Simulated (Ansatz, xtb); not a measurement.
C5H7FO: which of two isomers lies lower

Structure X is `C=C(F)C(=C)OC`, a singlet and structure Y is `C=C(F)/C=C/OC`, a singlet. Both are isolated molecules in the gas phase, relaxed with PBE0-D3(BJ)/def2-SVP; the shapes shown needn't be the lowest conformers.

X (Å):

```yaml
atoms:
  - { symbol: C, position_ang: [1.8427, 1.8536, -1.1160] }
  - { symbol: C, position_ang: [1.9487, 1.2691, 0.0764] }
  - { symbol: C, position_ang: [0.8311, 0.8221, 0.9238] }
  - { symbol: C, position_ang: [1.0314, 0.2411, 2.1190] }
  - { symbol: C, position_ang: [-1.5146, 0.7004, 1.0386] }
  - { symbol: F, position_ang: [3.1474, 1.0355, 0.6154] }
  - { symbol: O, position_ang: [-0.3579, 1.0737, 0.3447] }
  - { symbol: H, position_ang: [2.7368, 2.1483, -1.6662] }
  - { symbol: H, position_ang: [0.8553, 2.0342, -1.5362] }
  - { symbol: H, position_ang: [2.0514, 0.0970, 2.4698] }
  - { symbol: H, position_ang: [0.2131, -0.0935, 2.7551] }
  - { symbol: H, position_ang: [-2.3678, 0.9845, 0.4102] }
  - { symbol: H, position_ang: [-1.5441, -0.3886, 1.2194] }
  - { symbol: H, position_ang: [-1.5898, 1.2217, 2.0094] }
```

Y (Å):

```yaml
atoms:
  - { symbol: C, position_ang: [0.5613, 3.6605, 1.2605] }
  - { symbol: C, position_ang: [1.1852, 2.4782, 1.2166] }
  - { symbol: C, position_ang: [0.6259, 1.2114, 0.7884] }
  - { symbol: C, position_ang: [1.3530, 0.0760, 0.7881] }
  - { symbol: C, position_ang: [-0.3642, -1.3011, -0.0240] }
  - { symbol: F, position_ang: [2.4694, 2.4056, 1.6007] }
  - { symbol: O, position_ang: [0.9570, -1.1429, 0.4205] }
  - { symbol: H, position_ang: [1.0886, 4.5510, 1.6031] }
  - { symbol: H, position_ang: [-0.4808, 3.7406, 0.9530] }
  - { symbol: H, position_ang: [-0.4162, 1.2303, 0.4671] }
  - { symbol: H, position_ang: [2.3960, 0.0752, 1.1134] }
  - { symbol: H, position_ang: [-0.4919, -2.3610, -0.2760] }
  - { symbol: H, position_ang: [-0.5621, -0.6873, -0.9202] }
  - { symbol: H, position_ang: [-1.0879, -1.0240, 0.7624] }
```

Quicker runs give these differences E(Y) − E(X): GFN2-xTB −3.61 kcal/mol; HF/STO-3G −0.68 kcal/mol (at GFN2-xTB geometries); r2SCAN-D4/def2-SVP −1.61 kcal/mol (at GFN2-xTB geometries).

Problem. Estimate E(Y) − E(X) at the level CCSD(T)/def2-SVP + ΔMP2/def2-TZVPP.

Solution. CCSD(T)/def2-SVP + ΔMP2/def2-TZVPP gives E(Y) − E(X) = −0.47 kcal/mol, slightly favouring structure Y, which is too small a margin to settle the true order.

How the difference moves with the method:

```json
{"level": "GFN2-xTB", "geometry": "GFN2-xTB", "E(Y) − E(X) (kcal/mol)": "−3.61", "departure from the last row (kcal/mol)": "−3.15", "job, with rough time for the two": "optimisation, 0.14 s"}
{"level": "HF/STO-3G", "geometry": "GFN2-xTB", "E(Y) − E(X) (kcal/mol)": "−0.68", "departure from the last row (kcal/mol)": "−0.21", "job, with rough time for the two": "single point, 0.5 s"}
{"level": "r2SCAN-D4/def2-SVP", "geometry": "GFN2-xTB", "E(Y) − E(X) (kcal/mol)": "−1.61", "departure from the last row (kcal/mol)": "−1.15", "job, with rough time for the two": "single point, 6.6 s"}
{"level": "PBE0-D3(BJ)/def2-SVP", "geometry": "PBE0-D3(BJ)/def2-SVP", "E(Y) − E(X) (kcal/mol)": "−1.50", "departure from the last row (kcal/mol)": "−1.03", "job, with rough time for the two": "optimisation, 44 s"}
{"level": "HF/def2-SVP", "geometry": "PBE0-D3(BJ)/def2-SVP", "E(Y) − E(X) (kcal/mol)": "−1.19", "departure from the last row (kcal/mol)": "−0.73", "job, with rough time for the two": "part of the CCSD(T) run"}
{"level": "MP2/def2-SVP", "geometry": "PBE0-D3(BJ)/def2-SVP", "E(Y) − E(X) (kcal/mol)": "−0.90", "departure from the last row (kcal/mol)": "−0.43", "job, with rough time for the two": "part of the CCSD(T) run"}
{"level": "CCSD(T)/def2-SVP", "geometry": "PBE0-D3(BJ)/def2-SVP", "E(Y) − E(X) (kcal/mol)": "−0.53", "departure from the last row (kcal/mol)": "−0.06", "job, with rough time for the two": "single point"}
{"level": "CCSD(T)/def2-SVP + ΔMP2/def2-TZVPP", "geometry": "PBE0-D3(BJ)/def2-SVP", "E(Y) − E(X) (kcal/mol)": "−0.47", "departure from the last row (kcal/mol)": "", "job, with rough time for the two": "single point, 2.3 min"}
```

As drawn, both hold the same kinds of bond in the same numbers.

The largest departure from CCSD(T)/def2-SVP + ΔMP2/def2-TZVPP is that of GFN2-xTB, 3.15 kcal/mol. The last row adds to CCSD(T) the change of the MP2 difference between the two basis sets, here +0.06 kcal/mol.

With thermal terms from frequencies at re-optimised GFN2-xTB minima (ideal gas, soft modes damped towards free rotors, one conformer each, 298.15 K, 1 atm): on the last row, ΔE + ΔZPE = −0.21, ΔH = −0.21, ΔG = −0.31 kcal/mol.

The correlated steps freeze 7 core orbitals. Run with Ansatz 0.2.0, xtb 6.7.1; the last row on 2 threads of Arm Neoverse V1 on a shared host.
